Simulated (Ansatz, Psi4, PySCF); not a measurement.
System: ethylsilane, C2H8Si, charge 0, multiplicity 1. SMILES: CC[SiH3]
Geometry: optimised at B3LYP-D3(BJ)/def2-TZVP (Ansatz, a quantum-chemistry and plane-wave program).

Property: vertical triplet-singlet gap, E(triplet) - E(singlet), in eV. Terms: spin-orbit terms left out; frozen cores in correlated levels; no dispersion term unless named; each state is the SCF solution reached for its charge and spin; 6-311+G** with 5d, 6d on Na to Ar in Ansatz; non-relativistic; UHF or UKS for open shells; six Cartesian d functions in 6-31G* and its kin unless marked 5d. First-principles rows: single points at B3LYP-D3(BJ) geometries (Ansatz). Levels can end on unlike triplets.

```csv
level,program,"vertical triplet-singlet gap, E(triplet) - E(singlet) (eV)"
HF/6-31G*,Ansatz,8.26
HF/6-311+G**,Ansatz,7.48
PBE/6-31G*,Ansatz,7.49
PBE/6-311+G**,Ansatz,6.89
B3LYP/STO-3G,Ansatz,12.06
B3LYP/3-21G,Ansatz,8.24
B3LYP/6-31G*,Ansatz,7.86
B3LYP/6-311+G**,Ansatz,7.23
M06-2X/6-31G* (5d),PySCF,8.09
wB97X-D/6-31G*,Psi4,9.15
MP2/6-31G*,Ansatz,8.46
MP2/6-311+G**,Ansatz,7.83
wB97X-V/def2-TZVPD,Ansatz,7.82
```

No value to compare with is used here. The 12 habitual levels span 6.89 (PBE/6-311+G**) to 12.06 eV (B3LYP/STO-3G); wB97X-V/def2-TZVPD gives 7.82.

The levels are drawn from those run, B3LYP/6-31G* more often than the rest, none by its result; left out are runs that failed, that the program found above a lower state of the same kind, or whose <S^2> lies over 0.5 above the pure value.
